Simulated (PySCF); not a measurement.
Core binding energy against partial charge

C₇H₁₀OSi.
Numbering: `[CH3:1][SiH2:2][O:3][c:4]1[cH:5][cH:6][cH:7][cH:8][cH:9]1`

Binding energies: delta-SCF UKS SCAN, pcX-2 on the ionised atom, pcseg-1 elsewhere, spin-free X2C (PySCF). Charges: PBE0/pcSseg-1 ground-state density, for the ionised atom.

```
atom                     environment  C 1s (eV)  Mulliken (e)  IAO (e)  Hirshfeld (e)  ESP (e)
  C7              aromatic CH carbon     289.87        -0.093   -0.174         -0.064   -0.246
  C5              aromatic CH carbon     289.90        -0.119   -0.185         -0.070   -0.311
  C6              aromatic CH carbon     290.14        -0.080   -0.142         -0.048   -0.078
  C1                Si-methyl carbon     290.45        -0.638   -0.725         -0.208   -0.738
  C4  aromatic carbon bearing oxygen     291.83        +0.300   +0.213         +0.076   +0.412
```

Q: Give the correlation coefficient and slope of binding energy on charge for each scheme.

A: ESP: r = 0.66, slope 1.3 eV per e; Hirshfeld: r = 0.59, slope 4.7 eV per e; Mulliken: r = 0.51, slope 1.2 eV per e; IAO: r = 0.48, slope 1.2 eV per e. ESP charges have the highest r, on only 5 points.

Q: The point-charge model writes a binding energy as kq + V + constant, with V the potential of the other atoms' charges at the site. What does it give with the ESP charges?

A: V = Σ 14.40 eV Å × q/r over all other atoms: +1.34 eV at C7, +3.25 eV at C5, -1.07 eV at C6, +10.34 eV at C1, -7.53 eV at C4. Fitting binding energy − V to q gives k = 16.8 eV per e and leaves an rms residual of 0.27 eV, against 0.54 eV for the fit on q alone. The model has no term for differences in relaxation between sites.

The unrestricted hole states depart most from a pure doublet (⟨S²⟩ = 0.75; over 0.85 named) for C 1s of C4 (0.88), which makes this value less certain. Isolated species at its PBE0-D3(BJ)/def2-SVP geometry (one conformer only).

Conformer computed: `[CH3:1][SiH2:2][O:3][c:4]1[cH:5][cH:6][cH:7][cH:8][cH:9]1`: C1–Si2–O3–C4 -178°, Si2–O3–C4–C5 178°.
